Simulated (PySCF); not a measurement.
Simulated Si 2p region for BeMe(SiH3), `[CH3][Be][SiH3]`, binding energy against the vacuum level.

Every computed line was given a Gaussian of 0.8 eV full width at half maximum and an area set by the number of equivalent atoms (split 2:1 within a doublet); the highest printed point is 100. Computed, not measured: PySCF, delta-SCF UKS SCAN, pcX-2 on the ionised atom, pcseg-1 elsewhere, spin-free X2C.

(binding energy (eV), intensity): (104.9, 0), (105.0, 1), (105.1, 1), (105.2, 3), (105.3, 7), (105.4, 12), (105.5, 21), (105.6, 34), (105.7, 49), (105.8, 66), (105.9, 82), (106.0, 94), (106.1, 100), (106.2, 100), (106.3, 96), (106.4, 88), (106.5, 80), (106.6, 71), (106.7, 62), (106.8, 53), (106.9, 43), (107.0, 33), (107.1, 24), (107.2, 16), (107.3, 10), (107.4, 5), (107.5, 3), (107.6, 1), (107.7, 1), (107.8, 0), (107.9, 0)

Task: Count the maxima, the lines and the sites behind this envelope.

Result: The curve has 1 maximum (at 106.2 eV). Under it lie 2 lines from 1 inequivalent silicon site, drawn as a 2p3/2, 2p1/2 pair. At this width some lines have no maximum of their own.

Task: Decompose the envelope and assign each component. Bonds: Be1–C2, Be1–Si6. Hydrogens: H3, H4, H5 on C2; H7, H8, H9 on Si6.

Result: 
```csv
position (eV),relative area,line,atoms,environment
106.08,0.67,Si 2p3/2,Si6,silicon bonded to Be and 3 H
106.70,0.33,Si 2p1/2,Si6,silicon bonded to Be and 3 H
```

Task: What are the centre and the root-mean-square width of the whole band?

Result: The area-weighted mean of the lines is 106.28 eV. Their own spread about it is 0.29 eV (rms) and each Gaussian has σ = 0.8/2.355 = 0.34 eV; the variances add, which gives 0.45 eV.

No satellites, vibrations or lifetime broadening are included. Spin–orbit coupling isn't in the SCF: each 2p doublet comes from a relaxed spin-free hole plus a matrix of the shell (mean-field spin–orbit coupling and the ground-state 2p splitting), with 2p3/2 averaged over its two sublevels. 2p1/2 minus 2p3/2 (ligand field included): Si 0.62 eV. Isolated species at its PBE0-D3(BJ)/def2-SVP geometry, gas phase.
